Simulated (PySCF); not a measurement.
**Tl⁷⁰⁺: ionisation energy**

Tl⁷⁰⁺ [Ne] 3s1 [3s1/2^1, M_J = 1/2] → Tl⁷¹⁺ [Ne], as a difference of total energies. All numbers are calculated (PySCF 2.14, the two-component X2C-1e Hamiltonian, in an uncontracted even-tempered set (17 s from 25 bohr⁻², ratio 2.4; 14 p from 33 bohr⁻², ratio 2.4; 4 d from 100 bohr⁻², ratio 2.6; 4 f from 160 bohr⁻², ratio 2.6)). Correlated levels: 1s2 frozen; the 46 highest virtual spinors dropped. "Screened" scales the spin-orbit matrix elements by Boettger's factors to mimic the two-electron term; Breit and QED terms are absent.

```json
{"method": "GHF (spin-free)", "ionisation energy (eV)": "8889.9"}
{"method": "GMP2 (spin-free)", "ionisation energy (eV)": "8890.7"}
{"method": "GHF (screened spin-orbit)", "ionisation energy (eV)": "8888.7"}
{"method": "GMP2 (screened spin-orbit)", "ionisation energy (eV)": "8889.5"}
```

Breit and QED terms and the two-electron picture change are absent.

For comparison: 8880 ± 60 eV (theoretical estimate listed by NIST; NIST Atomic Spectra Database, ionization energies).
